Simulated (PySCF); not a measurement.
Two species compared at the same levels of theory.

First species: C5H3F2N.
Geometry (GFN2-xTB, Å), atoms numbered from 1 in this order:
```xyz
11
C5H3F2N angstrom
C      1.983    0.712   -0.352
C      0.834    0.274    0.153
F      0.692    0.115    1.481
C     -0.350   -0.069   -0.620
F     -0.190    0.097   -1.945
C     -1.534   -0.514   -0.174
C     -1.851   -0.735    1.176
N     -2.172   -0.936    2.257
H      2.104    0.841   -1.411
H      2.811    0.943    0.292
H     -2.323   -0.726   -0.884
```

Second species: hydrochloric acid, HCl.
InChI=1S/ClH/h1H

Levels: CAM-B3LYP/def2-SVPD for dipole moment, HOMO energy, LUMO energy, HOMO–LUMO gap, static isotropic polarisability and electronic spatial extent ⟨r²⟩ about the centre of nuclear charge; TDDFT CAM-B3LYP/def2-SVPD for lowest singlet excitation; TDA CAM-B3LYP/def2-SVPD for lowest triplet excitation (Tamm–Dancoff); GFN2-xTB for smallest rotational constant. Geometries: GFN2-xTB. Each structure is a single optimised conformer of the isolated species, non-relativistic unless stated. Electronic properties by PySCF.

Dipoles, sizes and rotational constants follow the conformer. The torsions of the flexible species, by atom-mapped SMILES:
- `[CH2:1]=[C:2]([F:3])/[C:4]([F:5])=[CH:6]\[C:7]#[N:8]`: C1–C2–C4–F5 0°

```json
{"property": "dipole moment", "column X": "4.25 D", "column Y": "1.16 D"}
{"property": "HOMO energy", "column X": "-9.09 eV", "column Y": "-10.98 eV"}
{"property": "LUMO energy", "column X": "-1.54 eV", "column Y": "0.75 eV"}
{"property": "HOMO–LUMO gap", "column X": "7.55 eV", "column Y": "11.73 eV"}
{"property": "lowest singlet excitation", "column X": "5.22 eV", "column Y": "7.71 eV"}
{"property": "lowest triplet excitation (Tamm–Dancoff)", "column X": "2.86 eV", "column Y": "7.13 eV"}
{"property": "static isotropic polarisability", "column X": "71.6 au", "column Y": "17.2 au"}
{"property": "electronic spatial extent ⟨r²⟩ about the centre of nuclear charge", "column X": "939 bohr²", "column Y": "34 bohr²"}
{"property": "smallest rotational constant", "column X": "1.125 GHz", "column Y": "316.280 GHz"}
```

Question: Which column belongs to which species?

Answer: Column X is the first species and column Y the second. The first has 11 atoms and 58 electrons, the second 2 and 18.

Question: How does each property change from the first species to the second?

Answer: dipole moment -3.09 D; HOMO energy -1.89 eV; LUMO energy +2.29 eV; HOMO–LUMO gap +4.18 eV; lowest singlet excitation +2.49 eV; lowest triplet excitation (Tamm–Dancoff) +4.27 eV; static isotropic polarisability -54.4 au; electronic spatial extent ⟨r²⟩ about the centre of nuclear charge -905 bohr²; smallest rotational constant +315.155 GHz.

On the first: In atomic units the dipole is 1.67 e·bohr (1 au = 2.5417 D). The vertical singlet–triplet gap S1 − T1 is 2.36 eV (TDDFT singlet less Tamm–Dancoff triplet; S1: HOMO→LUMO, weight 0.97; T1: HOMO→LUMO, weight 0.93).

On the second: S1 lies 4.02 eV below the HOMO–LUMO gap. The 8 singlets span 7.71 to 10.58 eV, and their oscillator strengths add up to 0.34.
